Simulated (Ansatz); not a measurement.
`C[CH2][Zn][OH]` and `C[CH2][Zn][Cl]` differ in one atom or group.

Ansatz, PBE0-D4/def2-TZVP geometries, multiplicity 1. Each molecule was computed in one conformer, which needn't be the lowest.

Scalar relativity is left out up to krypton.

| property | `C[CH2][Zn][OH]` |
| --- | --- |
| HOMO–LUMO gap (B3LYP/def2-TZVPP) / eV | 6.82 |
| HOMO–LUMO gap (PBE/def2-TZVPP) / eV | 5.25 |
| size of the dipole moment (B3LYP/def2-TZVPP) / D | 1.90 |
| LUMO energy (PBE/def2-TZVPP) / eV | -1.08 |
| HOMO energy (PBE0/def2-TZVPP) / eV | -7.60 |
| HOMO–LUMO gap (PBE0/def2-TZVPP) / eV | 7.31 |

Problem. What does the change do to each property? (An estimate is asked.)

Solution. Ansatz gave: 
| property | `C[CH2][Zn][Cl]` | shift |
| --- | --- | --- |
| HOMO–LUMO gap (B3LYP/def2-TZVPP) / eV | 6.97 | 0.15 |
| HOMO–LUMO gap (PBE/def2-TZVPP) / eV | 5.52 | 0.27 |
| size of the dipole moment (B3LYP/def2-TZVPP) / D | 2.70 | 0.80 |
| LUMO energy (PBE/def2-TZVPP) / eV | -1.28 | -0.20 |
| HOMO energy (PBE0/def2-TZVPP) / eV | -7.91 | -0.31 |
| HOMO–LUMO gap (PBE0/def2-TZVPP) / eV | 7.45 | 0.14 |

With PBE0 the HOMO falls by 0.31 eV and the LUMO falls by 0.17 eV, so the gap widens by about 0.14 eV. PBE moves the HOMO by -0.47 eV and ωB97M-V by -0.25 eV. The zero-point energy changes by -29.8 kJ/mol with -3 modes. Dipoles are sizes alone; their direction can turn.

Positive LUMOs are unbound, so they and the gaps depend on the basis.

B3LYP here is the variant with VWN-RPA as its local correlation; programs differ in this.
